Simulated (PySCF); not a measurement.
PySCF input file for B(OH)2(NH2) (BH₄NO₂), SMILES NB(O)O, B3LYP-D3(BJ)/def2-SVP. Geometry optimised at B3LYP-D3(BJ)/def2-SVP. The values are those of a single conformer.

```python
import numpy as np
from pyscf import gto, scf, dft, df
from pyscf.hessian import thermo

mol = gto.M(
    atom='''
    B     0.00000000    0.00000000   -0.00508795
    O     0.00000000    1.21879386   -0.65465498
    H     0.00000000    1.16427509   -1.61499203
    O     0.00000000   -1.21879385   -0.65465499
    H     0.00000000   -1.16427508   -1.61499204
    N     0.00000000   -0.00000000    1.40542765
    H     0.00000000   -0.85325073    1.94595502
    H     0.00000000    0.85325071    1.94595502
    ''',
    basis='def2-SVP',
    charge=0,
    spin=0,
    max_memory=1600,
    verbose=3,
)
mf = dft.RKS(mol, xc='b3lyp').density_fit(auxbasis='def2-universal-jkfit')
mf.disp = 'd3bj'
mf.grids.level = 3
mf.conv_tol = 1e-11
mf.max_cycle = 100
mf.kernel()

# [left out here: the lines that compute and print the analytic Hessian (its translational invariance restored by hand, since the grid's response is missing), thermochemistry and intensities]
```

Log of the run:

```
converged SCF energy = -232.441047783253

WARN: DFTD3 does not support analytical Hessian, using finite difference


WARN: Mole.unit (angstrom) is changed to Bohr

Mode                                 0                   1                   2
Irrep
Freq [cm^-1]                      161.0449            276.2505            389.4039
Reduced mass [au]                   1.0837              1.2594              2.5455
Force const [Dyne/A]                0.0166              0.0566              0.2274
Char temp [K]                     231.7077            397.4630            560.2655
Normal mode                   x     y     z       x     y     z       x     y     z
       0   B                -0.00  0.00  0.00    0.00  0.00  0.00    0.00  0.09  0.00
       1   O                 0.05  0.00 -0.00   -0.02 -0.00 -0.00    0.00  0.04 -0.10
       2   H                -0.64 -0.00 -0.00    0.13 -0.00 -0.00   -0.00 -0.08 -0.10
       3   O                -0.05 -0.00  0.00   -0.02  0.00  0.00    0.00  0.04  0.10
       4   H                 0.64 -0.00  0.00    0.13  0.00  0.00   -0.00 -0.08  0.10
       5   N                 0.00 -0.00 -0.00    0.12 -0.00  0.00   -0.00 -0.11  0.00
       6   H                 0.22 -0.00 -0.00   -0.61 -0.00 -0.00   -0.00 -0.29 -0.28
       7   H                -0.22 -0.00  0.00   -0.61 -0.00  0.00   -0.00 -0.29  0.28
Mode                                 3                   4                   5
Irrep
Freq [cm^-1]                      417.4367            454.3082            528.5629
Reduced mass [au]                   1.1021              3.3670              1.0143
Force const [Dyne/A]                0.1131              0.4094              0.1670
Char temp [K]                     600.5985            653.6483            760.4843
Normal mode                   x     y     z       x     y     z       x     y     z
       0   B                -0.03  0.00  0.00    0.00  0.00 -0.09    0.00  0.00 -0.00
       1   O                -0.05 -0.00 -0.00   -0.00  0.10  0.08   -0.01  0.00  0.00
       2   H                 0.64 -0.00 -0.00    0.00  0.33  0.07   -0.24  0.00  0.00
       3   O                -0.05  0.00  0.00   -0.00 -0.10  0.08    0.01 -0.00  0.00
       4   H                 0.64  0.00  0.00    0.00 -0.33  0.07    0.24 -0.00  0.00
       5   N                 0.01 -0.00  0.00    0.00 -0.00 -0.10   -0.00 -0.00 -0.00
       6   H                 0.19 -0.00 -0.00    0.00 -0.00 -0.11   -0.66 -0.00 -0.00
       7   H                 0.19 -0.00  0.00   -0.00  0.00 -0.11    0.66 -0.00 -0.00
Mode                                 6                   7                   8
Irrep
Freq [cm^-1]                      650.9716            871.6814            883.3007
Reduced mass [au]                  11.1841              6.5073              1.4551
Force const [Dyne/A]                2.7924              2.9132              0.6689
Char temp [K]                     936.6032           1254.1555           1270.8730
Normal mode                   x     y     z       x     y     z       x     y     z
       0   B                -0.27 -0.00  0.00   -0.00  0.00 -0.01    0.00 -0.00  0.00
       1   O                 0.06  0.00 -0.00    0.00 -0.12  0.07   -0.00  0.06 -0.03
       2   H                 0.00  0.00 -0.00    0.00 -0.10  0.08    0.00 -0.23 -0.02
       3   O                 0.06 -0.00 -0.00    0.00  0.12  0.07   -0.00  0.06  0.03
       4   H                 0.00 -0.00 -0.00    0.00  0.10  0.08   -0.00 -0.23  0.02
       5   N                 0.06 -0.00  0.00    0.00 -0.00 -0.14   -0.00 -0.12  0.00
       6   H                 0.03  0.00  0.00    0.00 -0.01 -0.18   -0.00  0.20  0.49
       7   H                 0.03  0.00  0.00    0.00  0.01 -0.18   -0.00  0.20 -0.49
Mode                                 9                  10                  11
Irrep
Freq [cm^-1]                      943.8886           1024.8297           1416.5029
Reduced mass [au]                   1.1547              1.4104              8.4311
Force const [Dyne/A]                0.6061              0.8728              9.9671
Char temp [K]                    1358.0456           1474.5018           2038.0323
Normal mode                   x     y     z       x     y     z       x     y     z
       0   B                 0.00 -0.03 -0.00    0.00 -0.00  0.04   -0.00  0.26 -0.00
       1   O                -0.00 -0.01 -0.05   -0.00  0.08  0.02    0.00 -0.08  0.03
       2   H                -0.00  0.63 -0.08    0.00 -0.58  0.04   -0.00  0.03  0.04
       3   O                -0.00 -0.01  0.05   -0.00 -0.08  0.02    0.00 -0.08 -0.03
       4   H                -0.00  0.63  0.08   -0.00  0.58  0.04    0.00  0.03 -0.04
       5   N                -0.00 -0.05  0.00   -0.00  0.00 -0.06    0.00 -0.03  0.00
       6   H                -0.00  0.05  0.15   -0.00 -0.01 -0.09    0.00  0.05  0.12
       7   H                -0.00  0.05 -0.15   -0.00  0.01 -0.09   -0.00  0.05 -0.12
Mode                                12                  13                  14
Irrep
Freq [cm^-1]                     1442.8570           1598.3558           3630.4554
Reduced mass [au]                   1.9785              1.7543              1.0500
Force const [Dyne/A]                2.4268              2.6406              8.1537
Char temp [K]                    2075.9499           2299.6781           5223.4170
Normal mode                   x     y     z       x     y     z       x     y     z
       0   B                -0.00 -0.00 -0.21   -0.00  0.00 -0.15   -0.00 -0.00  0.00
       1   O                 0.00 -0.01  0.03    0.00 -0.01  0.02    0.00 -0.00 -0.00
       2   H                 0.00 -0.18  0.04   -0.00 -0.10  0.02    0.00  0.00  0.00
       3   O                 0.00  0.01  0.03    0.00  0.01  0.02    0.00  0.00 -0.00
       4   H                 0.00  0.18  0.04    0.00  0.10  0.02    0.00 -0.00  0.00
       5   N                 0.00  0.00  0.03    0.00  0.00  0.13   -0.00  0.00 -0.06
       6   H                 0.00  0.21  0.38    0.00 -0.33 -0.39    0.00 -0.59  0.36
       7   H                 0.00 -0.21  0.38   -0.00  0.33 -0.39    0.00  0.59  0.36
Mode                                15                  16                  17
Irrep
Freq [cm^-1]                     3738.2520           3892.8224           3898.4138
Reduced mass [au]                   1.0999              1.0674              1.0660
Force const [Dyne/A]                9.0562              9.5299              9.5448
Char temp [K]                    5378.5123           5600.9047           5608.9496
Normal mode                   x     y     z       x     y     z       x     y     z
       0   B                -0.00  0.00 -0.00    0.00  0.00  0.00    0.00  0.00 -0.00
       1   O                 0.00 -0.00  0.00    0.00  0.00  0.04   -0.00  0.00 -0.04
       2   H                 0.00 -0.00 -0.00   -0.00 -0.03 -0.68    0.00  0.02  0.68
       3   O                -0.00 -0.00 -0.00   -0.00  0.00 -0.04   -0.00 -0.00 -0.04
       4   H                 0.00 -0.00  0.00    0.00 -0.03  0.68    0.00 -0.02  0.68
       5   N                 0.00  0.08  0.00   -0.00 -0.00 -0.00    0.00 -0.00  0.00
       6   H                 0.00 -0.56  0.37   -0.00  0.00 -0.00    0.00  0.00 -0.00
       7   H                -0.00 -0.56 -0.37   -0.00  0.00  0.00    0.00 -0.00 -0.00
temperature 298.1500 [K]
pressure 101325.00 [Pa]
Rotational constants [GHz] 9.76914 9.31299 4.76781
Symmetry number 2
Zero-point energy (ZPE) 0.05973 [Eh]   156826.470 [J/mol]
                           tot       elec      trans        rot        vib
Entropy [J/mol/K]       289.812      0.000    159.984     95.154     34.674
Cv [J/mol/K]             75.560      0.000     12.472     12.472     50.617
Cp [J/mol/K]             83.875      0.000     20.786     12.472     50.617
Internal energy [J/mol]                      3718.434   3718.434 163387.023
Internal energy [Eh]   -232.37598  -232.44105
Enthalpy [J/mol]                             6197.391   3718.434 163387.023
Enthalpy [Eh]          -232.37504
Gibbs free energy [J/mol]                  -41501.852 -24651.776 153048.988
Gibbs free energy [Eh] -232.40795
static polarisability / bohr^3: [[15.661  0.     0.   ]
 [ 0.    24.332 -0.   ]
 [-0.    -0.    32.199]]
largest difference of analytic and finite-field dipole derivatives / e: 0.0005625331558967162
mode   freq/cm-1   IR/(km/mol)   Raman/(A^4/amu)   depolarisation
   1      161.04         0.000             1.107            0.750
   2      276.25       110.026             1.256            0.750
   3      389.40         8.769             0.123            0.750
   4      417.44       329.958             3.574            0.750
   5      454.31        20.390             1.651            0.603
   6      528.56         0.000             1.137            0.750
   7      650.97        49.305             0.696            0.750
   8      871.68         5.495             8.719            0.074
   9      883.30        24.241             0.025            0.750
  10      943.89       160.030             4.261            0.750
  11     1024.83        93.520             0.130            0.708
  12     1416.50       423.190             0.043            0.750
  13     1442.86       101.544             4.768            0.416
  14     1598.36       289.972             2.876            0.501
  15     3630.46        40.927            91.412            0.122
  16     3738.25        34.931            54.361            0.750
  17     3892.82         9.390             9.825            0.750
  18     3898.41        89.292           145.857            0.258
max |gradient| / (hartree/bohr): 4.3070572895741866e-05
APT charges: [ 1.3411 -0.7745  0.2821 -0.7745  0.2821 -0.768   0.2059  0.2059]
```

The run converged.
